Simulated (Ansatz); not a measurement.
Geometry optimisation, RKS PBE0/def2-mTZVP in Ansatz.

Input file:

```yaml
crystal:
  periodic: [false, false, false]
  atoms:
    - { symbol: B, position_ang: [0.085291, 0.538939, -0.402149] }
    - { symbol: H, position_ang: [0.055857, -0.192052, 1.882058] }
    - { symbol: "N", position_ang: [1.322677, 0.100054, -0.816403] }
    - { symbol: H, position_ang: [1.479597, -0.844416, -1.133378] }
    - { symbol: H, position_ang: [2.144605, 0.684385, -0.835263] }
    - { symbol: H, position_ang: [-0.882349, -0.142678, -0.402385] }
    - { symbol: Br, position_ang: [-0.12184, 2.45672, 0.156726] }
    - { symbol: H, position_ang: [-0.023538, 0.483748, 2.079994] }
basis:
  gaussian: { orbitals: def2-mTZVP }
hamiltonian:
  xc: pbe0
relax:
  f_tol: 0.03
  max_steps: 50
```

Launched with:

```bash
$ ansatz run input.yaml --threads 2 --pin off --max-ram 3072MiB --backend cpu --events-out ev --progress --plain --runs-dir out
```

Q: Where does it end, and by what steps?

A: It converged. The force dipped under the threshold on the way, but the program's further checks kept it going. After 18 steps the energy has fallen by 0.215 eV; H2 moved furthest, 1.26 Å.

```json
{"step": "0", "energy less start (eV)": "0.0000", "largest force component (eV/Å)": "1.478", "accepted": "yes"}
{"step": "1", "energy less start (eV)": "-0.1404", "largest force component (eV/Å)": "0.387", "accepted": "yes"}
{"step": "2", "energy less start (eV)": "-0.1841", "largest force component (eV/Å)": "0.185", "accepted": "yes"}
{"step": "3", "energy less start (eV)": "-0.1998", "largest force component (eV/Å)": "0.208", "accepted": "yes"}
{"step": "4", "energy less start (eV)": "-0.2067", "largest force component (eV/Å)": "0.101", "accepted": "yes"}
{"step": "5", "energy less start (eV)": "-0.2103", "largest force component (eV/Å)": "0.033", "accepted": "yes"}
{"step": "6", "energy less start (eV)": "-0.2117", "largest force component (eV/Å)": "0.117", "accepted": "yes"}
{"step": "7", "energy less start (eV)": "-0.2124", "largest force component (eV/Å)": "0.149", "accepted": "yes"}
{"step": "8", "energy less start (eV)": "-0.2129", "largest force component (eV/Å)": "0.095", "accepted": "yes"}
{"step": "9", "energy less start (eV)": "-0.2131", "largest force component (eV/Å)": "0.063", "accepted": "yes"}
{"step": "10", "energy less start (eV)": "-0.2137", "largest force component (eV/Å)": "0.008", "accepted": "yes"}
{"step": "11", "energy less start (eV)": "-0.2100", "largest force component (eV/Å)": "0.440", "accepted": "no"}
{"step": "12", "energy less start (eV)": "-0.2139", "largest force component (eV/Å)": "0.080", "accepted": "yes"}
{"step": "13", "energy less start (eV)": "-0.2139", "largest force component (eV/Å)": "0.080", "accepted": "no"}
{"step": "14", "energy less start (eV)": "-0.2141", "largest force component (eV/Å)": "0.020", "accepted": "yes"}
{"step": "15", "energy less start (eV)": "-0.2144", "largest force component (eV/Å)": "0.028", "accepted": "yes"}
{"step": "16", "energy less start (eV)": "-0.2146", "largest force component (eV/Å)": "0.058", "accepted": "yes"}
{"step": "17", "energy less start (eV)": "-0.2147", "largest force component (eV/Å)": "0.032", "accepted": "yes"}
{"step": "18", "energy less start (eV)": "-0.2149", "largest force component (eV/Å)": "0.021", "accepted": "yes"}
```

```xyz
8
Properties=species:S:1:pos:R:3
B 0.119 0.633 -0.763
H -0.082 -0.332 3.130
N 1.371 0.164 -1.106
H 1.519 -0.770 -1.457
H 2.216 0.710 -1.030
H -0.854 -0.039 -0.866
Br -0.077 2.438 -0.090
H -0.152 0.280 2.712
```

Whether the end is a true minimum wasn't checked by a vibrational analysis.

Time of the run: 42 s on 2 threads of Arm Neoverse V1, on a shared host, peak memory 0.17 GiB.
